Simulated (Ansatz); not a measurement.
Mulliken charges of Cl3OSi, SMILES `[O][Si](Cl)(Cl)Cl` radical from B3LYP/def2-TZVPP in Ansatz (PBE0-D4/def2-TZVP geometry).

```
atom   x (Å)   y (Å)   z (Å)  charge (e)
  O1   0.815  -1.071   1.039      -0.261
 Si2   0.039  -0.019   0.041       0.741
 Cl3  -1.536   0.856   0.951      -0.168
 Cl4  -0.543  -1.266  -1.439      -0.144
 Cl5   1.276   1.426  -0.634      -0.168
```

Q: By hand: the dipole of these point charges (1 e Å = 4.8032 D).

A: Σ q r = (-0.062, 0.064, -0.087) e Å, of length 0.125 e Å = 0.60 D.

Q: How does the dipole of the full density compare? (Estimate.)

A: The calculation gave: (-0.104, 0.123, -0.140) e Å, 1.03 D; the point charges give 0.58 times that, at 4° from its direction.

Point charges leave out the atoms' own dipoles, such as those of lone pairs, and Mulliken's split depends on the basis, so the two needn't agree.

B3LYP here is the variant with VWN-RPA as its local correlation; programs differ in this.
